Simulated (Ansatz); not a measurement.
Start from `C#[C][Ti]([Cl])([Cl])[Cl]` and change one atom or group to get `[Cl][Ti]([Cl])([Cl])[Br]`.

Ansatz, PBE0-D4/def2-TZVP geometries, multiplicity 1. 

Scalar relativity is left out up to krypton.

```
                             property  `C#[C][Ti]([Cl])([Cl])[Cl]`
   LUMO energy (PBE0/def2-TZVPP) / eV                        -3.64
  HOMO energy (B3LYP/def2-TZVPP) / eV                        -8.54
  LUMO energy (B3LYP/def2-TZVPP) / eV                        -3.84
    HOMO energy (PBE/def2-TZVPP) / eV                        -7.60
HOMO–LUMO gap (B3LYP/def2-TZVPP) / eV                         4.70
HOMO energy (ωB97M-V/def2-TZVPP) / eV                       -10.98
```

(1) Give the same properties after the change, and the shifts. (Estimate.)

Results:

(1) Computed: 
```
                             property  `[Cl][Ti]([Cl])([Cl])[Br]`  shift
   LUMO energy (PBE0/def2-TZVPP) / eV                       -3.73  -0.09
  HOMO energy (B3LYP/def2-TZVPP) / eV                       -8.89  -0.35
  LUMO energy (B3LYP/def2-TZVPP) / eV                       -3.93  -0.09
    HOMO energy (PBE/def2-TZVPP) / eV                       -7.89  -0.29
HOMO–LUMO gap (B3LYP/def2-TZVPP) / eV                        4.96   0.26
HOMO energy (ωB97M-V/def2-TZVPP) / eV                      -11.30  -0.32
```

With PBE0 the HOMO falls by 0.37 eV and the LUMO falls by 0.09 eV, so the gap widens by about 0.28 eV. PBE moves the HOMO by -0.29 eV and ωB97M-V by -0.32 eV. The zero-point energy changes by -45.3 kJ/mol with -6 modes.

B3LYP here is the variant with VWN-RPA as its local correlation; programs differ in this.

Spin–orbit coupling is left out; it splits and shifts lone-pair levels of the heavy atoms by tenths of an eV.
